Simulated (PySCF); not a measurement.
CH3FO2Si, SMILES O=C(O)[SiH2]F.

Coordinates come from a PBE0-D3(BJ)/def2-SVP optimisation. The structure was generated by enumeration, and PubChem lists no compound with its InChIKey, so it may never have been made. The values are those of a single conformer.

Two levels are set side by side: TDA-PBE/def2-SVPD (PySCF) and TDA-CAM-B3LYP/def2-SVPD (PySCF). Vertical, same geometry. The lowest singlet is HOMO→LUMO 99 % with PBE and HOMO→LUMO 95 % with the other functional; states are paired by order. Differences are taken from unrounded values.

| quantity | TDA-CAM-B3LYP | TDA-PBE | TDA-PBE minus TDA-CAM-B3LYP |
|---|---|---|---|
| lowest singlet excitation (eV) | 5.22 | 4.97 | -0.25 |
| lowest triplet excitation (TDA) (eV) | 4.51 | 4.26 | -0.24 |
| first bright state (f over 0.05) (eV) | 7.67 | 6.54 | -1.13 |
| its oscillator strength | 0.10 | 0.11 | 0.01 |

A lower first singlet is the usual sign of a functional without exact exchange. Differences between two approximate levels are no errors against the true value.

Rough cost on one machine, each run with all the roots and properties that it gave: TDA-CAM-B3LYP against TDA-PBE about 4 times.
